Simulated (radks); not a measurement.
Task: The tin ion Sn+, 49 electrons, occupied as [Kr] 4d10 5s2 6p1 (not the ground configuration). Method: Dirac Kohn-Sham, LDA (Slater exchange, Perdew-Zunger correlation), spin-unpolarised, spherical densities, point nucleus; open shells fill j = l - 1/2 first; computed with a radial shooting solver on a logarithmic mesh with Libxc functionals. Some entries of the table are withheld. Estimate them.

orbital  occ.  eigenvalue (hartree)  <r^2> (bohr^2)  r(max) (bohr)
1s1/2       2             -1064.780        0.001145        0.01879
2s1/2       2             -161.1338         0.01854         0.1063
2p1/2       2             -150.6267         0.01377            (1)
2p3/2       4             -142.1629         0.01508            (2)
3s1/2       2                   (3)          0.1320         0.3081
3p1/2       2             -27.18510          0.1268         0.2943
3p3/2       4             -25.63986          0.1354         0.3046
3d3/2       4             -18.05550          0.1162         0.2491
3d5/2       6             -17.73617          0.1187         0.2520
4s1/2       2              -5.38144          0.7585         0.7452
4p1/2       2              -3.95708          0.8560         0.7708
4p3/2       4              -3.67569          0.9170         0.7959
4d3/2       4              -1.44477           1.398            (4)
4d5/2       6              -1.40595           1.436            (5)
5s1/2       2                   (6)           5.570          1.945
6p1/2       1                   (7)             (8)          6.245
6p3/2       0                   (9)            (10)          6.391

Result: 
(1) 2p1/2 r(max) (bohr): 0.08180
(2) 2p3/2 r(max) (bohr): 0.08633
(3) 3s1/2 eigenvalue (hartree): -31.45972
(4) 4d3/2 r(max) (bohr): 0.8808
(5) 4d5/2 r(max) (bohr): 0.8906
(6) 5s1/2 eigenvalue (hartree): -0.80879
(7) 6p1/2 eigenvalue (hartree): -0.17020
(8) 6p1/2 <r^2> (bohr^2): 49.24
(9) 6p3/2 eigenvalue (hartree): -0.16572
(10) 6p3/2 <r^2> (bohr^2): 51.22
